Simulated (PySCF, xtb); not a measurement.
Cl3In, SMILES [Cl][In-]([Cl])[Cl], charge -1, multiplicity 2.

Harmonic wavenumbers (cm⁻¹) from xtb 6.7.1 with GFN2-xTB at its own minimum, in rising order: 66, 66, 67, 212, 212, 214.

**Question.** What does PySCF 2.14.0 with PBE-D3(BJ)/def2-SVPD give at its own minimum? (Estimate from the structure and the level; the computed values follow.)

**Answer.** 69, 69, 80, 244, 258, 258. Paired by order, the mean absolute difference is 23 cm⁻¹ and the zero-point energies are 1.2 and 1.4 kcal/mol.
